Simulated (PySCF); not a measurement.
Compound: butylcyclopropane, C₇H₁₄.
SMILES with atom numbers: `[CH3:1][CH2:2][CH2:3][CH2:4][CH:5]1[CH2:6][CH2:7]1`

Geometry (GFN2-xTB, Å), atoms numbered from 1 in this order:
```
atom  x, y, z in Å
C1    -3.2377    0.0215   -0.4912
C2    -2.0197   -0.5627    0.2140
C3    -0.7687    0.2808   -0.0180
C4     0.4572   -0.2994    0.6879
C5     1.6929    0.5272    0.4221
C6     2.4756    0.3115   -0.8374
C7     3.0515   -0.1022    0.4833
H8    -3.0644    0.0807   -1.5635
H9    -3.4478    1.0237   -0.1241
H10   -4.1150   -0.5978   -0.3194
H11   -1.8433   -1.5774   -0.1508
H12   -2.2170   -0.6284    1.2867
H13   -0.9449    1.2969    0.3434
H14   -0.5654    0.3425   -1.0897
H15    0.2693   -0.3403    1.7647
H16    0.6235   -1.3214    0.3397
H17    1.6128    1.5490    0.7748
H18    2.9007    1.1667   -1.3403
H19    2.1479   -0.4662   -1.5105
H20    3.1127   -1.1580    0.7009
H21    3.8710    0.4703    0.8910
```

NICS = −σ at a ghost point: NICS(0) at the centroid of the ring atoms, NICS(1) 1 Å to either side along the normal of their mean plane, zz for the tensor component along that normal. Level: GIAO PBE0/pcSseg-1 (PySCF, non-relativistic, gas phase) on the GFN2-xTB geometry, one conformer.

Ring bond lengths (Å), with Mayer bond orders in brackets: C5–C6 1.498 (0.95), C6–C7 1.499 (0.98), C7–C5 1.499 (0.96).

Question: What do the NICS probes read (ppm)?

Answer: 
```csv
ring,type,NICS(0),"NICS(1), two faces","NICS(1)zz, two faces",rms pucker (Å),"centre to ring atoms, mean (Å)"
C5–C6–C7,3-membered carbocycle; formal bonds all single,-43.8,-8.5 / -8.7,-21.1 / -23.8,0.00,0.87
```

Question: What do they say, and how far can they be read as aromaticity?

Answer: 
- C5–C6–C7: mean NICS(1)zz -22.5 ppm, shielded. C5, C6, C7 have four or more neighbours; no verdict on aromaticity is drawn. NICS(0) lies 35 ppm below the mean NICS(1).

Question: At the first NICS(1) probe listed for ring C5–C6–C7, 1 Å off the ring, what do the in-plane components average?

Answer: The isotropic value is a third of the trace: (3 × -8.5 − (-21.1))/2 = -2.2 ppm.

Question: Give the inner angles of the rings and the Hirshfeld charges of the ring atoms.

Answer: 
- C5–C6–C7: C5 60.0° (-0.037 e), C6 60.0° (-0.094 e), C7 60.0° (-0.095 e); sum 180.0° against 180° for a flat convex ring.

Question: What are the shieldings of the ring atoms and their hydrogens in the same run (means over atoms taken as equivalent)?

Answer: 
| atoms | environment | σ isotropic (ppm) |
| --- | --- | --- |
| C5 | three-membered-ring carbon | 172.1 |
| C6 (×2) | three-membered-ring carbon | 180.5 |
| H17 | methine hydrogen | 31.08 |
| H18 (×2) | methylene hydrogen | 31.27 |
| H19 (×2) | methylene hydrogen | 31.73 |
